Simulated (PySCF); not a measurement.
Assigning NMR signals

Cartesian coordinates in Å; atom numbers follow the order of the lines, from 1:
```xyz
22

C    -2.1836    1.0903    1.9949
C    -1.6547    0.3867    1.0082
C    -2.1698    0.4377   -0.3966
C    -0.4577   -0.5118    1.2180
C     0.7530    0.1224    0.6073
C     1.4049   -0.2749   -0.4826
C     1.0819   -1.4775   -1.3151
C     2.5864    0.5167   -0.9403
Cl    2.2875    1.2219   -2.5587
Cl    4.0501   -0.5023   -1.0238
H    -3.0300    1.7384    1.8411
H    -1.7973    1.0460    2.9994
H    -1.3760    0.7471   -1.0758
H    -2.5097   -0.5489   -0.7111
H    -2.9997    1.1337   -0.4834
H    -0.2810   -0.6368    2.2879
H    -0.6502   -1.4921    0.7828
H     1.0821    1.0192    1.1170
H     0.0527   -1.7929   -1.1820
H     1.2444   -1.2512   -2.3666
H     1.7388   -2.3038   -1.0451
H     2.8175    1.3515   -0.2764
```

How the numbers were obtained: structure optimised with GFN2-xTB, PBE0/pcSseg-1 with gauge-including orbitals, in PySCF 2.14.0 with density-fitted response routines (non-relativistic, one computed conformer, gas phase, equivalent nuclei averaged).

Scale: ¹³C, ¹H vs TMS (reference shieldings calculated alike).

Task: Assign these signals to the numbered atoms. ¹³C{¹H} NMR (computed): δ 152.1 (C), 144.6 (C), 136.1 (CH), 118.7 (CH2), 92.6 (CH), 42.0 (CH2), 24.0 (CH3), 12.6 (CH3).

Result: 
| δ (ppm) | atoms | environment | reason |
| --- | --- | --- | --- |
| 152.1 | C2 | fully substituted alkene carbon | the olefinic region |
| 144.6 | C6 | fully substituted alkene carbon | – |
| 136.1 | C5 | alkene CH | the olefinic region |
| 118.7 | C1 | terminal =CH2 carbon | the olefinic region |
| 92.6 | C8 | allylic sp3 CH bonded to 2 Cl | 2 electronegative neighbours deshield it |
| 42.0 | C4 | allylic sp3 CH2 | saturated and bonded to C and H only |
| 24.0 | C3 | allylic methyl carbon | saturated and bonded to C and H only |
| 12.6 | C7 | allylic methyl carbon | – |

Task: Assign these signals to the numbered atoms. ¹H NMR (300 MHz, computed): δ 6.23 (s, 1H), 5.63 (t, 1H), 5.13 (m, 1H), 5.13 (m, 1H), 2.87 (d, 2H), 2.16 (s, 3H), 1.78 (s, 3H).

Result: 
| δ (ppm) | atoms | environment | reason |
| --- | --- | --- | --- |
| 6.23 | H22 | hydrogen on an allylic sp3 CH bonded to 2 Cl | its carbon carries Cl, an electronegative neighbour |
| 5.63 | H18 | hydrogen on an alkene CH | olefinic region |
| 5.13 | H11 | hydrogen on a terminal =CH2 carbon | olefinic region |
| 5.13 | H12 | hydrogen on a terminal =CH2 carbon | – |
| 2.87 | H16/H17 | hydrogen on an allylic sp3 CH2 | allylic position |
| 2.16 | H19/H20/H21 | hydrogen on an allylic methyl carbon | allylic position |
| 1.78 | H13/H14/H15 | hydrogen on an allylic methyl carbon | – |

H11 and H12 lie closer than the usual error of such a calculation, so a measured spectrum could show them in the other order.

Carbons that carry Cl, above all several Cl atoms, come out too deshielded, partly because spin–orbit coupling is missing. Shifts are as computed. Against solution values, carbons near 30 ppm lie about +3 ppm off and those near 130 ppm about +5 ppm; carbons on Cl a further +6 ppm. Of 1211 compounds with measured shifts, 218 miss one by over three times the rms of a fit or turn the order of signals round; such compounds aren't used in these exercises. Multiplicities follow the n + 1 count of equivalent neighbours, as no J values were calculated; m marks all less simple cases, F and P coupling included.
